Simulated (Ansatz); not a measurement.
Consider the formal exchange of groups at the Si–O bond: `O[SiH](O)[O][AlH2]` + SiH₄ → `O[SiH]([SiH3])[O][AlH2]` + H₂O.

Gas-phase electronic energies from Ansatz, PBE0-D4/def2-TZVP geometries. CBS: MP2 limit from def2 TZ/QZ plus the TZ coupled-cluster correction, frozen cores. This one scheme is used for every species. Functionals use def2-TZVPP. B3LYP here is the variant with VWN-RPA as its local correlation; programs differ in this. One conformer a species, not always the lowest.

| level | ΔE (kcal/mol) | difference from CCSD(T)/CBS |
| --- | --- | --- |
| PBE-D4 | 26.1 | -5.0 |
| r2SCAN-D4 | 31.3 | 0.2 |
| PBE0-D4 | 27.9 | -3.2 |
| B3LYP-D4 | 31.0 | -0.1 |
| ωB97X-V | 31.3 | 0.2 |
| ωB97M-V | 32.9 | 1.8 |
| B2PLYP | 33.2 | 2.1 |
| PBE | 27.0 | -4.1 |
| r2SCAN | 31.6 | 0.5 |
| PBE0 | 28.8 | -2.3 |
| B3LYP | 32.4 | 1.3 |
| HF/def2-TZVPP | 37.7 | 6.6 |
| MP2/def2-TZVPP | 33.4 | 2.3 |
| SCS-MP2/def2-TZVPP | 34.1 | 3.0 |
| CCSD/def2-TZVPP | 32.8 | 1.7 |
| CCSD(T)/def2-TZVPP | 32.0 | 0.9 |
| HF/def2-QZVPP | 37.9 | 6.8 |
| MP2/def2-QZVPP | 32.9 | 1.8 |
| SCS-MP2/def2-QZVPP | 33.6 | 2.5 |
| HF/CBS(def2) | 37.9 | 6.8 |
| MP2/CBS(def2) | 32.5 | 1.4 |
| CCSD/CBS(def2) | 31.9 | 0.8 |
| CCSD(T)/CBS | 31.1 | 0 |

Largest T1 diagnostic among the species: 0.013.

From PBE to PBE0 (25 % exact exchange), in def2-TZVPP and without D4, ΔE moves by +1.8 kcal/mol. The D4 term adds −1.4 kcal/mol with B3LYP and −0.9 kcal/mol with PBE0; it sums over pairs of atoms, weighted by their polarisabilities, and B3LYP, whose exchange is more repulsive, gets the larger term. In def2-TZVPP, CCSD(T) changes the Hartree–Fock value by −5.6 kcal/mol (the triples alone add −0.7 kcal/mol) and MP2 by −4.3 kcal/mol.
